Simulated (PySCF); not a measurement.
A geometry optimisation, step by step.

Compound: C5H4IN.
Numbering: `[I:1][c:2]1[cH:3][cH:4][cH:5][n:6][cH:7]1` (hydrogens: H8 on C3; H9 on C4; H10 on C5; H11 on C7)

Computed by this run: PySCF, PBE0-D3(BJ)/def2-SVP geometry optimisation, gas phase, def2 core potentials past Kr; density fitting, grid level 1; the optimiser is geomeTRIC in internal coordinates, started from a GFN2-xTB structure with every atom displaced at random (about 0.01 Å). The frame can shift and turn from step to step; on so coarse a grid that alone can change the energy by a few meV, and forces under 0.02 eV/Å are noise.

Step 0: E = -14828.2579 eV, largest atomic force 3.588 eV/Å
```
atom  x, y, z in Å  |  force x, y, z in eV/Å
I1      3.195    0.818   -0.179   -0.487  -0.067   0.018
C2      1.155    0.207   -0.069    0.891   0.299  -0.095
C3      0.115    1.138   -0.044    2.806   1.053  -0.105
C4     -1.134    0.675    0.039   -3.564  -0.367   0.177
C5     -1.376   -0.704    0.074    0.526   0.474   0.125
N6     -0.390   -1.571    0.050    0.007  -0.823  -0.032
C7      0.864   -1.143   -0.020   -0.697   0.346   0.014
H8      0.359    2.205   -0.075   -0.167  -0.059   0.003
H9     -1.999    1.367    0.088    0.430  -0.258  -0.068
H10    -2.371   -1.119    0.155   -0.561  -0.025  -0.020
H11     1.619   -1.899   -0.036    0.815  -0.573  -0.018
```

Step 1: E = -14828.3872 eV, largest atomic force 0.850 eV/Å
```
atom  x, y, z in Å  |  force x, y, z in eV/Å
I1      3.128    0.849   -0.246   -0.011  -0.012   0.029
C2      1.127    0.248   -0.035    0.053  -0.005  -0.042
C3      0.103    1.186   -0.006   -0.673  -0.259   0.025
C4     -1.219    0.713    0.101    0.801   0.276  -0.061
C5     -1.424   -0.657    0.182   -0.253  -0.168   0.018
N6     -0.436   -1.550    0.158   -0.046   0.008   0.022
C7      0.809   -1.113    0.052    0.198  -0.096   0.006
H8      0.301    2.255   -0.072    0.078   0.108  -0.012
H9     -2.048    1.418    0.112   -0.156   0.043   0.036
H10    -2.444   -1.057    0.268    0.104   0.016  -0.014
H11     1.607   -1.869    0.033   -0.095   0.090  -0.007
```

Step 2: E = -14828.3938 eV, largest atomic force 0.274 eV/Å
```
atom  x, y, z in Å  |  force x, y, z in eV/Å
I1      3.129    0.845   -0.229    0.004   0.004   0.003
C2      1.126    0.249   -0.045    0.056  -0.070  -0.013
C3      0.101    1.187   -0.017   -0.257  -0.087   0.038
C4     -1.210    0.713    0.101    0.100   0.224  -0.034
C5     -1.429   -0.659    0.183    0.142  -0.032   0.003
N6     -0.438   -1.549    0.158   -0.086  -0.045   0.005
C7      0.809   -1.113    0.047    0.036   0.040   0.004
H8      0.304    2.257   -0.083    0.019  -0.016  -0.007
H9     -2.045    1.416    0.126   -0.019  -0.023   0.007
H10    -2.446   -1.057    0.275    0.018   0.004  -0.002
H11     1.605   -1.867    0.031   -0.013   0.002  -0.005
```

Step 3: E = -14828.3909 eV, largest atomic force 0.386 eV/Å
```
atom  x, y, z in Å  |  force x, y, z in eV/Å
I1      3.124    0.846   -0.218    0.009   0.011  -0.016
C2      1.123    0.241   -0.051    0.006  -0.104   0.018
C3      0.093    1.178   -0.024    0.202   0.329  -0.002
C4     -1.215    0.728    0.101   -0.046  -0.217   0.004
C5     -1.419   -0.649    0.185   -0.104  -0.096   0.023
N6     -0.438   -1.549    0.159   -0.070   0.069  -0.009
C7      0.813   -1.121    0.044   -0.059   0.214  -0.010
H8      0.311    2.247   -0.092    0.005  -0.054  -0.003
H9     -2.057    1.427    0.135    0.098  -0.079  -0.017
H10    -2.433   -1.049    0.281   -0.085  -0.019   0.013
H11     1.605   -1.875    0.027    0.042  -0.054   0.001
```

Step 4: E = -14828.3951 eV, largest atomic force 0.129 eV/Å
```
atom  x, y, z in Å  |  force x, y, z in eV/Å
I1      3.127    0.844   -0.219    0.001   0.003  -0.014
C2      1.124    0.243   -0.051    0.003  -0.054   0.015
C3      0.097    1.183   -0.024    0.065   0.111   0.016
C4     -1.210    0.722    0.101   -0.046  -0.064  -0.002
C5     -1.424   -0.653    0.186   -0.009  -0.028   0.010
N6     -0.440   -1.549    0.159   -0.031   0.028  -0.009
C7      0.809   -1.117    0.044    0.002   0.079  -0.008
H8      0.312    2.252   -0.092   -0.004  -0.026  -0.004
H9     -2.051    1.420    0.134    0.035  -0.024  -0.014
H10    -2.439   -1.051    0.282   -0.037   0.002   0.008
H11     1.602   -1.871    0.027    0.020  -0.026   0.001
```

Step 5: E = -14828.3956 eV, largest atomic force 0.031 eV/Å
```
atom  x, y, z in Å  |  force x, y, z in eV/Å
I1      3.128    0.842   -0.229    0.005   0.000  -0.003
C2      1.125    0.243   -0.048    0.007  -0.009   0.003
C3      0.099    1.184   -0.019   -0.018  -0.002  -0.003
C4     -1.209    0.721    0.101    0.008   0.014   0.004
C5     -1.426   -0.653    0.187    0.027  -0.015  -0.005
N6     -0.442   -1.548    0.160   -0.015  -0.011   0.004
C7      0.808   -1.116    0.046   -0.014   0.022  -0.003
H8      0.314    2.253   -0.089    0.002  -0.001   0.000
H9     -2.048    1.420    0.128    0.000   0.002  -0.001
H10    -2.444   -1.048    0.282    0.002   0.001   0.002
H11     1.600   -1.873    0.026   -0.005  -0.002   0.001
```

Step 6: E = -14828.3956 eV, largest atomic force 0.023 eV/Å
```
atom  x, y, z in Å  |  force x, y, z in eV/Å
I1      3.129    0.838   -0.232   -0.006  -0.002  -0.001
C2      1.126    0.242   -0.048   -0.003  -0.003   0.000
C3      0.100    1.185   -0.019    0.001  -0.004  -0.004
C4     -1.208    0.722    0.102   -0.002   0.004   0.003
C5     -1.426   -0.652    0.188   -0.004   0.000   0.000
N6     -0.444   -1.549    0.161   -0.006   0.009   0.001
C7      0.806   -1.116    0.046    0.021  -0.008  -0.002
H8      0.316    2.253   -0.089    0.001   0.001   0.000
H9     -2.046    1.421    0.129    0.000   0.001   0.001
H10    -2.444   -1.046    0.284   -0.001   0.003   0.001
H11     1.597   -1.874    0.026    0.001  -0.001   0.000
```

**Question.** Summarise the path.

**Answer.** The energy falls by 3.17 kcal/mol from step 0 to step 6; nine tenths of that is first reached at step 1. It rises by more than 0.2 meV at step 3. The largest force goes from 3.588 to 0.023 eV/Å. Among the bonds C3–C4 changes most, from 1.335 to 1.393 Å; the atoms move by 0.024 Å rms after alignment.

**Question.** Follow the three bonds and two angles with the largest change from start to end.

**Answer.** 
| step | E above end (kcal/mol) | largest force (eV/Å) | C3–C4 (Å) | I1–C2 (Å) | C7–H11 (Å) | C2–C7–H11 (°) | C4–C5–H10 (°) |
| --- | --- | --- | --- | --- | --- | --- | --- |
| 0 | 3.17 | 3.588 | 1.335 | 2.132 | 1.069 | 122.9 | 122.6 |
| 1 | 0.19 | 0.850 | 1.408 | 2.100 | 1.100 | 120.2 | 120.1 |
| 2 | 0.04 | 0.274 | 1.398 | 2.098 | 1.096 | 120.2 | 120.6 |
| 3 | 0.11 | 0.386 | 1.388 | 2.097 | 1.093 | 120.6 | 120.1 |
| 4 | 0.01 | 0.129 | 1.391 | 2.098 | 1.095 | 120.4 | 120.4 |
| 5 | 0.00 | 0.031 | 1.393 | 2.098 | 1.096 | 120.4 | 120.4 |
| 6 | 0.00 | 0.023 | 1.393 | 2.098 | 1.096 | 120.4 | 120.3 |

What follows is the cost of the whole optimisation. On one thread, Intel Xeon Platinum 8259CL at 2.50 GHz (x86_64), shared host, this took 83 s wall and 0.51 GiB of memory at its peak.
